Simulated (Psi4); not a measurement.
Pair of molecules, SMILES O=S=O with SMILES [H][H] (the first has 3 atoms); geometry from B3LYP-D3(BJ)/def2-TZVP, rigid monomers moved along the line of their centres of mass till O1···H5 is 3.21 Å.
(charge 0, multiplicity 1):
```xyz
5

O      1.0976     0.9668     0.7281
S      0.4702     0.3573    -0.4145
O     -0.9179    -0.0095    -0.3298
H     -0.5520    -0.8283     3.8158
H     -0.3561    -0.3689     3.2642
```

Calculation: Psi4 1.11 with SAPT0/jun-cc-pV(D+d)Z.

Problem. Give the four SAPT terms and the total, and say what mostly holds the pair together.

Solution. electrostatics -0.16, exchange 0.17, induction -0.02, dispersion -0.18, total -0.19 kcal/mol; the largest attraction is dispersion.
